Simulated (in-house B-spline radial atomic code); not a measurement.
Successive ionisation energies of lead; each step leads to the configuration of the next row (after the last: [Kr] 4d10 4f5/2(6) 4f7/2(2)). Dirac energy differences include first-order Breit, QED and recoil terms. NIST's values go from ground level to ground level; the uncertainty of those that are theory runs from under 0.1 % in few-electron ions to several per cent in heavy many-electron ones. Computed with a radial B-spline atomic code at the basis-set limit: Dirac-Hartree-Fock, jj configuration that fills j = l - 1/2 first, finite nuclei.

A number in brackets counts the electrons of a j subshell.

```
  ion                    configuration  ionisation energy (eV)  tabulated value (eV)  computed minus tabulated (eV)  highest orbital  largest mean radius (bohr)
Pb22+  [Kr] 4d10 4f5/2(6) 4f7/2(7) 5s1                   629.8                   650                          -20.2            5s1/2                     0.76497
Pb23+      [Kr] 4d10 4f5/2(6) 4f7/2(7)                   721.6                   690                           31.6            4f7/2                     0.42445
Pb24+      [Kr] 4d10 4f5/2(6) 4f7/2(6)                   771.1                   750                           21.1            4f7/2                     0.42045
Pb25+      [Kr] 4d10 4f5/2(6) 4f7/2(5)                   821.8                   810                           11.8            4f7/2                     0.41742
Pb26+      [Kr] 4d10 4f5/2(6) 4f7/2(4)                   873.7                   870                            3.7            4f7/2                     0.41439
Pb27+      [Kr] 4d10 4f5/2(6) 4f7/2(3)                   926.6                   930                           -3.4            4f7/2                     0.41137
```
